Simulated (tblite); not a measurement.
Compound: C₄H₉FS₂Si₂.
Z-matrix (Å and degrees, GFN2-xTB geometry), rows numbered from 1:
```
F 
C   1  1.3467
C   2  1.3227  1  122.59
Si  3  1.8838  2  119.91  1   179.76
Si  3  1.8834  2  120.91  1     0.07
S   5  2.1484  3  114.98  2   -51.52
C   6  1.8259  5   94.68  3   104.53
C   7  1.5098  6  110.82  5    44.03
S   8  1.8262  7  111.20  6   -61.01
H   2  1.0814  1  110.75  3  -179.77
H   4  1.4620  3  108.88  2     0.31
H   4  1.4624  3  107.91  2   120.73
H   4  1.4619  3  107.80  2  -120.19
H   5  1.4548  3  111.90  2  -173.78
H   7  1.0897  6  106.32  5   164.42
H   7  1.0898  6  107.97  5   -78.12
H   8  1.0905  7  111.27  6    59.34
H   8  1.0897  7  110.66  6  -178.83
```

Computed with GFN2-xTB (tblite): harmonic, unscaled wavenumbers at the GFN2-xTB geometry, gas phase. Errors from tens to a few hundred cm⁻¹ against measured bands are possible. Modes of hydrogen on silicon can be 10 to 20 % off. One conformer, not necessarily the lowest.

Harmonic wavenumbers (cm⁻¹): 26.4, 69.3, 78.1, 85.5, 106.4, 144.6, 200.8, 211.3, 235.2, 283.7, 367.8, 410.6, 413.1, 479.2, 531.3, 538.8, 551.9, 597.4, 632.3, 656.2, 676.1, 692.8, 766.7, 773.0, 786.1, 814.7, 854.6, 939.6, 977.2, 1037.8, 1068.3, 1086.7, 1139.2, 1234.4, 1259.0, 1267.5, 1436.0, 1446.8, 1653.6, 2276.4, 2277.4, 2281.5, 2327.1, 2977.8, 2996.0, 2997.0, 3000.6, 3054.3.

A = 1342, B = 569.3, C = 547.9 MHz; mass 195.967 u (most abundant isotopes); point group C1, symmetry number 1.

What is the zero-point energy?

Half the sum of the wavenumbers: 25359 cm⁻¹ = 72.50 kcal/mol.

Entropy at 500 K, 1 bar (ideal gas, RRHO, classical rotation)?

Translation 44.32, rotation 32.56, vibration 64.84: S = 141.7 cal/(mol K).

And Cp and H(500 K) − H(0)?

Cp = 63.66 cal/(mol K), of which vibrations give 55.71 (their classical limit is 48 R = 95.4); H(500 K) − H(0) = 19.76 kcal/mol without the zero-point energy, 15.79 from vibrations.

Which modes carry the vibrational entropy at 500 K?

26.4 cm⁻¹: 7.11; 69.3 cm⁻¹: 5.19; 78.1 cm⁻¹: 4.96; 85.5 cm⁻¹: 4.78; 106.4 cm⁻¹: 4.35; 144.6 cm⁻¹: 3.74 cal/(mol K); the other 42 give 34.71 together.

Blend soft modes into free rotors: weight 1/[1 + (100 cm⁻¹/ν̃)⁴] for the oscillator and the rest for a rotor with moment μB/(μ + B), μ = h/(8π²ν), B = 10⁻⁴⁴ kg m². What vibrational entropy results?

58.80 cal/(mol K) in place of 64.84, which changes −T·S at 500 K by +3.02 kcal/mol.

Hindered rotation and anharmonicity are outside this model. Other conformers, if any are populated, would add a mixing term that is left out. The structure is chiral; the term R ln 2 for an equal mix with its mirror image is left out.

On an Arm Neoverse N1 with one thread, no GPU (shared host), this took 1.9 s. This covers the Hessian and the dipole derivatives.
